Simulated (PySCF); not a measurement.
Breaking a bond: GeF, doublet. Each curve is given relative to its own lowest point near equilibrium.

```tsv
R / Å	A	B	C
1.39	99.5	94.0	94.7
1.48	50.1	45.6	46.2
1.59	17.4	14.4	14.8
1.64	9.2	6.9	7.2
1.72	2.0	0.9	1.0
1.76	0.5	0.0	0.0
1.80	0.0	0.1	0.0
1.88	1.4	2.8	2.5
1.94	4.0	6.4	5.9
2.05	10.9	15.2	14.2
2.18	20.8	27.3	25.8
2.34	33.7	43.0	40.6
```

Energies in kcal/mol.

Assign the columns to these levels of theory: CCSD(T) on UHF/cc-pVDZ, 10 core orbitals frozen (PySCF); PySCF 2.14.0 with unrestricted BLYP/cc-pVDZ; MP2 on UHF/cc-pVDZ, 10 core orbitals frozen run with PySCF.

A is UKS-BLYP; B is UMP2; C is UCCSD(T).

The scan ran from 1.39 to 7.04 Å; beyond the distances shown one of the unrestricted levels run for this scan, shown here or not, changes its spin distribution in one step.
